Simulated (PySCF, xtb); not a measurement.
C4H6BNO, SMILES C=C1OC(=C)B1N. Other conformers were not sampled.

Harmonic wavenumbers (cm⁻¹) from GFN2-xTB in xtb at its own minimum, in rising order: 103, 173, 197, 257, 332, 449, 575, 591, 608, 638, 686, 698, 735, 758, 858, 862, 907, 945, 995, 1153, 1179, 1381, 1382, 1464, 1552, 1679, 1755, 3101, 3102, 3139, 3140, 3481, 3517.

What does PBE-D3(BJ)/def2-SVP (PySCF) give at its own minimum? (An estimate is asked for; the answer gives what the named calculation found.)

112, 205, 219, 260, 352, 460, 514, 582, 611, 665, 687, 697, 710, 739, 811, 814, 853, 912, 1010, 1132, 1184, 1336, 1336, 1441, 1573, 1648, 1742, 3088, 3088, 3193, 3193, 3516, 3616. Paired by order, the mean absolute difference is 28 cm⁻¹ and the zero-point energies are 60.6 and 60.5 kcal/mol.
